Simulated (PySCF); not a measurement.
## Working out the ionisation energy of Xe

Xe [Xe] (1S) → Xe⁺ [Kr] 4d10 5s2 5p5 (2P). Computed with PySCF 2.14 in x2c-QZVPPall (13s9p7d4f1g, 112 functions), with the spin-free X2C one-electron Hamiltonian (Gaussian nucleus). Frozen: [Ar] 3d10. Energies in hartree (1 hartree = 27.21139 eV):

```csv
part,Xe (lower),Xe⁺ (upper)
UHF,-7443.563187,-7443.142415
MP2 opposite-spin,-0.571292,-0.544984
MP2 same-spin,-0.303737,-0.290276
```

Question: What does Hartree-Fock give?

Answer: (-7443.142415) − (-7443.563187) = 0.420772 hartree = 11.450 eV.

Question: What do MP2 and SCS-MP2 (6/5 opposite-spin, 1/3 same-spin) give?

Answer: The opposite-spin parts differ by 0.716 eV and the same-spin parts by 0.366 eV. MP2: 11.450 + (0.716) + (0.366) = 12.532 eV. SCS-MP2: 11.450 + 1.2 × (0.716) + (0.366)/3 = 12.431 eV.

Measured between the centres of the two terms (NIST): 12.565 eV, so MP2 (valence and next inner shell) is off by -0.033 eV.

What remains against the reference includes basis incompleteness, the frozen core and correlation beyond second order.
